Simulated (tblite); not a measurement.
Compound: C3H9BrGeSi.
Numbering: `[CH2:1]=[CH:2][C@H:3]([Br:4])[GeH2:5][SiH3:6]` (hydrogens: H7, H8 on C1; H9 on C2; H10 on C3; H11, H12 on Ge5; H13, H14, H15 on Si6)

Computed with GFN2-xTB (tblite), gas phase: L-BFGS steps from a force-field or distance-geometry start until the largest atomic force falls under 0.01 eV/Å.

Geometry at step 57:
```
atom  x, y, z in Å
C1     -2.8234   -0.1640    0.1006
C2     -1.6251   -0.6248   -0.2108
C3     -0.7034    0.0446   -1.1459
Br4     0.1030   -1.2641   -2.3881
Ge5     0.8792    0.9947   -0.3158
Si6     2.6649   -0.3308    0.4641
H7     -3.2362    0.7343   -0.3276
H8     -3.4390   -0.6793    0.8150
H9     -1.2562   -1.5366    0.2418
H10    -1.2466    0.7423   -1.7836
H11     1.2980    1.8796   -1.4678
H12     0.2386    1.9839    0.6370
H13     2.4858   -0.6384    1.8896
H14     3.9016    0.4377    0.2743
H15     2.7543   -1.5713   -0.3103
```

**Question.** Give the atomic forces at this geometry.

**Answer.** 
| atom | Fx (eV/Å) | Fy (eV/Å) | Fz (eV/Å) |
| --- | --- | --- | --- |
| C1 | -0.051 | -0.033 | 0.052 |
| C2 | 0.161 | -0.037 | -0.046 |
| C3 | -0.004 | 0.049 | -0.023 |
| Br4 | -0.030 | 0.026 | 0.007 |
| Ge5 | -0.031 | -0.121 | -0.029 |
| Si6 | 0.088 | -0.067 | 0.045 |
| H7 | 0.057 | 0.007 | -0.049 |
| H8 | -0.072 | 0.007 | 0.057 |
| H9 | 0.020 | -0.013 | 0.038 |
| H10 | 0.007 | 0.026 | -0.015 |
| H11 | 0.014 | 0.075 | -0.046 |
| H12 | -0.022 | 0.040 | 0.031 |
| H13 | -0.011 | 0.030 | -0.117 |
| H14 | -0.098 | -0.044 | 0.034 |
| H15 | -0.027 | 0.056 | 0.060 |

The largest, 0.17 eV/Å, acts on C2; the rms over all components is 0.055 eV/Å. The forces sum to zero within rounding, as they must for an isolated molecule in no field.

**Question.** Give the force on C2 in Eh/bohr and in nN.

**Answer.** 0.171 eV/Å ÷ 51.422 = 0.00333 Eh/bohr, and 0.171 eV/Å × 1.602 = 0.27 nN.

**Question.** How far is this geometry from the end of the optimisation?

**Answer.** 0.039 eV above it, and 0.352 Å rms away after alignment. The bonds farthest from their final lengths, with half the difference of the two atoms' forces along the bond (positive lengthens):

```tsv
bond	now (Å)	final (Å)	force along bond (eV/Å)
C3–Ge5	2.024	2.011	-0.05
Si6–H14	1.468	1.460	-0.07
Si6–H13	1.469	1.464	-0.08
Ge5–H12	1.515	1.520	+0.07
Ge5–Si6	2.357	2.352	+0.04
Si6–H15	1.465	1.462	-0.06
```

The angle farthest from its final value is C3–Ge5–Si6, 117.7° against 111.5°.

The cost below is that of the whole relaxation. Hardware: an Intel Xeon at 2.50 GHz with one thread, shared host with 64 logical CPUs at a one-minute load of 63. Cost: 3.2 s.
